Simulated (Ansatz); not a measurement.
Basis-set series for `BS[SiH2]OC`. Total charge 0; spin multiplicity 1. All single points use the PBE0-D4/def2-TZVP geometry. It is one conformer, not always the lowest.

| functional | basis | functions | energy (Eh) | HOMO (eV) | LUMO (eV) |
| --- | --- | --- | --- | --- | --- |
| PBE0-D4 | def2-SVP | 113 | -829.38818 | -8.14 | -1.37 |
| PBE0-D4 | def2-QZVPP | 521 | -829.82780 | -8.23 | -1.55 |
| ωB97M-V | def2-SVP | 113 | -829.69492 | -10.31 | 0.69 |
| ωB97M-V | def2-QZVPP | 521 | -830.13979 | -10.43 | 0.34 |

Problem. Give the rows for def2-TZVPP. (Best estimate.)

Solution. The calculation gave: 
```json
{"functional": "PBE0-D4", "basis": "def2-TZVPP", "functions": "275", "energy (Eh)": "-829.79728", "HOMO (eV)": "-8.21", "LUMO (eV)": "-1.51"}
{"functional": "ωB97M-V", "basis": "def2-TZVPP", "functions": "275", "energy (Eh)": "-830.11105", "HOMO (eV)": "-10.41", "LUMO (eV)": "0.42"}
```

Positive LUMOs are unbound and depend on the basis.

Program: Ansatz 0.2.0.
